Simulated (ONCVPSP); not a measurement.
## u(r) = r·R(r): atom against pseudo-atom (praseodymium (Pr))

Columns: radius, all-electron u(r) and pseudo u(r) of the 5s shell (level -39.03 eV) of praseodymium in the configuration [Kr] 4d10 4f3 5s2 5p6 6s2; PBE, scalar-relativistic, ONCV scheme, ONCVPSP 4.0.1.

```tsv
r (bohr)	all-electron	pseudo
0.115	-0.0150	0.0941
0.230	0.3143	0.1887
0.345	-0.1715	0.2841
0.460	-0.4995	0.3797
0.575	-0.4368	0.4740
0.690	-0.1423	0.5646
0.805	0.2086	0.6485
0.920	0.5159	0.7222
1.035	0.7416	0.7823
1.150	0.8828	0.8259
1.265	0.9516	0.8512
1.380	0.9645	0.8571
1.495	0.9370	0.8439
1.610	0.8830	0.8134
1.725	0.8133	0.7678
1.840	0.7359	0.7104
1.955	0.6566	0.6451
2.070	0.5793	0.5757
2.185	0.5065	0.5060
2.300	0.4396	0.4396
2.415	0.3792	0.3791
2.530	0.3254	0.3253
2.645	0.2780	0.2780
2.760	0.2367	0.2366
2.875	0.2009	0.2008
2.990	0.1700	0.1700
```

Task: How many radial nodes do the two functions have?

Result: The all-electron 5s function has n − l − 1 = 4 (the table is too coarse to show those close to the nucleus); the pseudo-wave has 0, since the states of the same l below it are removed with the core.

Task: At about which radius was the pseudo-wave matched?

Result: 2.30 bohr, where the columns begin to agree (steps of 0.12 bohr).

Task: Is the pseudo-wave norm-conserving?

Result: Yes: the ONCV scheme keeps the norm inside the radius equal to the all-electron one, which fixes the energy derivative of the logarithmic derivative at the level.
